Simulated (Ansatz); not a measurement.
Single points on the cluster CoSi3.

```yaml
crystal:
  periodic: [false, false, false]
  atoms:
    - {symbol: Co, position_ang: [0.841738, -0.689325, 0.405626]}
    - {symbol: Si, position_ang: [-1.109144, -1.472087, -0.066795]}
    - {symbol: Si, position_ang: [-0.909155, 0.744548, -0.438323]}
    - {symbol: Si, position_ang: [1.176552, 1.416863, 0.099492]}
basis:
  gaussian: {orbitals: def2-TZVP, initial_orbitals: start.molden}
magnetization: {spin_polarized: true, initial_magnetization: 1}
hamiltonian: {xc: r2scan, dispersion: d4}
scf: {omitted_lower_state_checks: [starts]}
output: {forces: true, orbitals: {seedname: orbitals}}
```

The file start.molden holds the orbitals of an earlier run on this structure, at another level or in another basis.

```sh
$ ansatz run in.yaml --threads 4 --pin off --events-out ev --progress --plain --max-ram 3916MiB
```

Output, abridged:

```
Functional definition: r2SCAN
1210 factors; their error is unknown
mean field evaluation 1: about -61256.5326 eV, gradient 6.0e0 eV
mean field evaluation 2: about -61256.6497 eV, gradient 2.9e-1 eV
mean field evaluation 4: about -61256.6273 eV, gradient 6.6e-2 eV
mean field evaluation 8: about -61256.6273 eV, gradient 2.4e-5 eV
mean field evaluation 16: about -61256.6273 eV, gradient 2.8e-7 eV
mean field -61256.62731842 eV, -2251.1395327185 hartree, gradient 9.5e-7 eV, S^2 0.940043; 0 other end points of the search recorded, 0 dependent functions left out
reference -61256.62733220 eV, -2251.1395332251 hartree; 35, 34 occupied and 121, 122 virtual orbitals, 1210 factors
Total energy: -61256.66793699 eV, -2251.1410254237 hartree
Atom 0 at     0.841738    -0.689325     0.405626 Å, force     0.146047    -0.119607     0.070613 eV/Å
Atom 1 at    -1.109144    -1.472087    -0.066795 Å, force    -0.048004     0.285006    -0.071650 eV/Å
Atom 2 at    -0.909155     0.744548    -0.438323 Å, force     0.185718    -0.152278     0.089811 eV/Å
Atom 3 at     1.176552     1.416863     0.099492 Å, force    -0.283761    -0.013121    -0.088773 eV/Å
Dipole moment:     0.305084    -0.249847     0.147041 e Å
Checks for a lower state left out: starts
```

It took 24 s on 4 threads of Arm Neoverse V1 on a shared host.

The first input with `correlation: {method: ccsd_t}`, `scf: {omitted_lower_state_checks: [starts, cluster_reference]}`, `output: {orbitals: {seedname: orbitals}}` and without the key `hamiltonian` (abridged; 2.6 min):

```
Functional definition: HF
mean field evaluation 16: about -61172.1813 eV, gradient 9.0e-1 eV
mean field evaluation 32: about -61172.2820 eV, gradient 9.5e-2 eV
mean field -61172.28489789 eV, -2248.0400059334 hartree, gradient 3.7e-6 eV, S^2 3.292568
20 core orbitals not correlated, not the lowest: weight in the atoms' cores, before any rotation towards them, 1.000 or more for the frozen orbitals, at most 0.000 for the correlated occupied ones
second order -21.45160471 eV of doubles, -0.00000000 eV of singles
cycle   1  -20.23882083 eV  change     1.2e0 eV  update   2.5e-1
cycle   2  -21.58610193 eV  change    -1.3e0 eV  update   1.1e-1
cycle   3  -22.08373676 eV  change   -5.0e-1 eV  update   1.1e-1
cycle   4  -22.40510944 eV  change   -3.2e-1 eV  update   8.2e-2
cycle   5  -22.73044364 eV  change   -3.3e-1 eV  update   6.6e-2
cycle   6  -22.98451891 eV  change   -2.5e-1 eV  update   4.4e-2
cycle   7  -23.13681177 eV  change   -1.5e-1 eV  update   3.2e-2
cycle   8  -23.26494501 eV  change   -1.3e-1 eV  update   2.2e-2
[...]
cycle  43  -23.40490459 eV  change   -1.0e-5 eV  update   7.7e-5
cycle  44  -23.40498751 eV  change   -8.3e-5 eV  update   6.4e-5
cycle  45  -23.40506547 eV  change   -7.8e-5 eV  update   4.9e-5
cycle  46  -23.40511755 eV  change   -5.2e-5 eV  update   3.7e-5
cycle  47  -23.40520502 eV  change   -8.7e-5 eV  update   2.8e-5
cycle  48  -23.40523814 eV  change   -3.3e-5 eV  update   2.0e-5
cycle  49  -23.40526670 eV  change   -2.9e-5 eV  update   1.6e-5
cycle  50  -23.40529438 eV  change   -2.8e-5 eV  update   1.3e-5
cycle  51  -23.40532320 eV  change   -2.9e-5 eV  update   1.1e-5
cycle  52  -23.40532592 eV  change   -2.7e-6 eV  update   8.5e-6
perturbative correction -2.00066806 eV, -0.0735231951 hartree
WARN: the results are in doubt because among natural orbitals the method converges to other amplitudes
Total energy: -61197.69089187 eV, -2248.9736589913 hartree
In doubt: among natural orbitals the method converges to other amplitudes
Checks for a lower state left out: starts, cluster_reference
```

The first input with `hamiltonian: {xc: {name: CAM-B3LYP}, dispersion: d4}`, `output: {orbitals: {seedname: orbitals}}` (abridged; 15 s):

```
Functional definition: CAM-B3LYP
mean field -61260.01633614 eV, -2251.2640768226 hartree, gradient 6.1e-6 eV, S^2 1.015558
Total energy: -61260.21705543 eV, -2251.2714531205 hartree
Checks for a lower state left out: starts
```

As the first input, with `gaussian: {orbitals: def2-TZVPD, initial_orbitals: start.molden}`, `hamiltonian: {xc: pbe, dispersion: d4}`, `output: {orbitals: {seedname: orbitals}}` (abridged; 4.3 s):

```
Functional definition: PBE
mean field -61241.73822585 eV, -2250.5923686590 hartree, gradient 8.4e-6 eV, S^2 0.810019
Total energy: -61241.96038044 eV, -2250.6005326895 hartree
Checks for a lower state left out: starts
```

The first input with `gaussian: {orbitals: def2-TZVPD, initial_orbitals: start.molden}`, `hamiltonian: {xc: pbe0, dispersion: d4}`, `output: {orbitals: {seedname: orbitals}}` (abridged; 16 s):

```
Functional definition: PBE0
mean field -61242.10719144 eV, -2250.6059278943 hartree, gradient 4.3e-6 eV, S^2 1.071977
Total energy: -61242.29553847 eV, -2250.6128495199 hartree
Checks for a lower state left out: starts
```

First input, but with `hamiltonian: {xc: pbe}`, `correlation: {method: rpa}` and without the key `output` (abridged; 4.7 s):

```
Functional definition: PBE
mean field -61241.71420743 eV, -2250.5914859984 hartree, gradient 2.3e-6 eV, S^2 0.809694
20 core orbitals not correlated, not the lowest: weight in the atoms' cores, before any rotation towards them, 0.999 or more for the frozen orbitals, at most 0.001 for the correlated occupied ones
Total energy: -61206.49476282 eV, -2249.2971952813 hartree
Checks for a lower state left out: starts
```

As the first input, with `gaussian: {orbitals: def2-SVP, initial_orbitals: start.molden}`, `hamiltonian: {xc: pbe, dispersion: d4}`, `output: {orbitals: {seedname: orbitals}}` (abridged; 1.8 s):

```
Functional definition: PBE
mean field -61227.85067240 eV, -2250.0820104830 hartree, gradient 1.1e-5 eV, S^2 0.830996
Total energy: -61228.07282404 eV, -2250.0901744051 hartree
Checks for a lower state left out: starts
```

Geometry: PBE-D4/def2-SVP.

Correlated methods freeze 20 core orbitals; core or outer-core shells of Co are correlated, in sets that lack core-valence functions. At r2SCAN-D4/def2-TZVP, CCSD(T)/def2-TZVP, CAM-B3LYP-D4/def2-TZVP, PBE0-D4/def2-TZVPD and others the charge 0 doublet is spin-contaminated (final ⟨S²⟩ up to 3.29, 0.75 for a pure state). At CCSD(T)/def2-TZVP the program marks the result for the charge 0 doublet as doubtful (other amplitudes). At CCSD(T)/def2-TZVP T1 of the charge 0 doublet is large (up to 0.149), so the single-reference result is doubtful. The structure comes from a short search, and lower isomers may exist.
